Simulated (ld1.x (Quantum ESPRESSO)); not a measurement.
**Before and after: TM potential for antimony (Sb)**

antimony (Sb), norm-conserving Troullier–Martins (Kleinman–Bylander form), made with ld1.x (Quantum ESPRESSO) 7.5 (BLYP, scalar-relativistic). Core [Kr] 4d10, reference 5s2 5p1 (charge +2). Waves: 5p (bound): rc 1.70 bohr; 5s (bound): rc 1.50 bohr. Local part: the s channel. Core correction: a·sin(br)/r model core inside 1.10 bohr.

All-electron outer shells of the reference configuration (BLYP, scalar-relativistic, ld1.x):

```
shell  level (eV)  outermost node (bohr)  outermost maximum (bohr)
   5s      -29.40                   0.95                      1.83
   5p      -20.07                   1.03                      2.16
```

Change: wave 5p (bound): rc 1.70 bohr becomes 5p (bound): rc 1.98 bohr.

Cutoffs: the cutoffs (Ry, on a coarse ladder) from which the occupation-weighted sum of valence levels, in a spherical-Bessel basis at the reference potential, stays within 10 and 1 mRy of its value at 400 Ry; they do not see the model core or the augmentation charge, which bear on the density cutoff. Errors are all-electron minus pseudo energies relative to the spin-unpolarised reference configuration.

Task: What does the change do?

Result: The potential gets softer (55 Ry and 140 Ry → 55 Ry and 120 Ry); the bound ghost in p disappears; of the 7 tests that both files solve, the error grows in 2 and shrinks in 0 by more than 15 % and 0.3 meV (median size 18.5 → 17.1 meV). A larger radius leaves more room for a smooth pseudo-wave, so fewer plane waves are needed.

```csv
quantity,base,changed
"cutoff, loose",55 Ry,55 Ry
"cutoff, tight",140 Ry,120 Ry
loose cutoff by channel (10 mRy a level),"p 35 Ry, s 35 Ry","p 12 Ry, s 35 Ry"
bound ghosts,p,none
"error for 5s2 5p3, meV [ΔE -24.11 eV]",-19,-17
"error for 5s2 5p2, meV [ΔE -15.91 eV]",-6.5,-5.7
"error for 5s2 5p0, meV [ΔE 24.47 eV]",-30,-28
"error for 5s2 5p3.3, meV [ΔE -25.23 eV]",-21,-19
"error for 5s1 5p3, meV [ΔE -7.15 eV]",-0.4,-9.0
"error for 5s1 5p4, meV [ΔE -15.95 eV]",-4.2,-13
"error for 5s1 5p0, meV [ΔE 68.91 eV]",-238,-222
```

 A true bound ghost makes a file unfit for plane-wave use even where its test errors are small: the radial tests pick states by their node count and pass the ghost by.
